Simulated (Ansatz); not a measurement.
CH3FSi2: where a starting geometry ends

The starting geometry of this gas-phase singlet was optimised with GFN2-xTB; its bonds are those of `F[SiH2]C=[Si]`.

```xyz
7

C     0.4371   -0.9431   -0.4829
F     2.6143   -1.7956    1.0746
Si    1.0783   -1.3033    1.2206
Si   -1.1828   -0.3890   -0.9331
H     0.4271   -2.4203    1.9125
H     1.1779   -0.1443    2.1140
H     1.1680   -1.1006   -1.2707
```

Task: Where would you expect an optimisation with PBE0-D3(BJ)/def2-SVP to take it?

Result: A new bond forms, giving a structure with H5 bridging Si3 and Si4, given below by its coordinates. Distances that change by over a tenth: Si4–H5 (3.85 → 1.83 Å). Contacts that close: Si3–Si4 (3.25 → 2.51 Å).

The energy falls by 0.45 eV over 24 steps:

```csv
step,E − E(last) (eV)
1,0.451
4,0.328
6,0.307
9,0.203
11,0.175
14,0.144
16,0.113
19,0.006
21,0.000
24,0.000
```

Final geometry (Å):

```xyz
7

C     0.6289   -0.6650   -0.5261
F     2.3718   -2.3741    1.1426
Si    1.2473   -1.2051    1.0412
Si   -0.8869   -1.5168   -0.2505
H    -0.1448   -1.9246    1.3705
H     1.4941   -0.3361    2.2164
H     1.0094   -0.0746   -1.3592
```

Frequencies at the end are all real (lowest 173 cm⁻¹). Run with Ansatz 0.2.0, 34 s on 2 threads of Arm Neoverse V1 (shared host).
